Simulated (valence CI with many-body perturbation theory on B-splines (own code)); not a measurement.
The numbers below are computed, except where a source is named.
Assign the levels of Se19+

Method: valence CI with perturbative core correlation (CI+MBPT): five valence electrons over a frozen Dirac-Fock core [Ne], radial functions for each j: 9 s, 9 p, 8 d, 6 f, 3 g, 1 h, with the one-electron correlation potential Σ1 (screened to all orders), the two-electron term Σ2, the three-electron term Σ3, Breit, model QED; selected single and double excitations, second order for the rest (own B-spline code, finite nucleus).

No measured levels were compared; by estimate levels of excited configurations hold to 0.05 to 0.15 % of their energy, terms of the ground configuration to about 0.5 %. Among the levels kept, up to 450 cm⁻¹ of a level comes from second order outside the variational space, and about a tenth of that is noise between levels of different J, which matters for small intervals.

| No. | J | Parity | E (eV) | g |
| --- | --- | --- | --- | --- |
| 1 | 3/2 | odd | 0.000 | 1.821 |
| 3 | 5/2 | odd | 10.951 | 1.198 |
| 4 | 1/2 | odd | 16.213 | 0.663 |
| 6 | 5/2 | even | 56.814 | 1.573 |
| 7 | 3/2 | even | 61.702 | 1.682 |
| 8 | 1/2 | even | 63.054 | 2.608 |
| 10 | 5/2 | even | 72.684 | 1.223 |
| 13 | 3/2 | even | 82.090 | 0.548 |
| 15 | 5/2 | even | 86.890 | 0.947 |
| 17 | 7/2 | even | 87.475 | 1.244 |
| 19 | 3/2 | even | 89.622 | 1.129 |
| 21 | 9/2 | even | 90.486 | 1.299 |

Energies count from the lowest level. Strongly mixed levels and levels close to another of their J and parity are left out, so the numbers can have gaps.

(1) Give configuration and LS term of each level.

## Answers

(1) 1: 3s²3p³ ⁴S°; 3: 3s²3p³ ²D°; 4: 3s²3p³ ²P°; 6: 3s3p⁴ ⁴P; 7: 3s3p⁴ ⁴P; 8: 3s3p⁴ ⁴P; 10: 3s3p⁴ ²D; 13: 3s²3p²3d ⁴F; 15: 3s²3p²3d ²F; 17: 3s²3p²3d ⁴F; 19: 3s²3p²3d ⁴D; 21: 3s²3p²3d ⁴F.
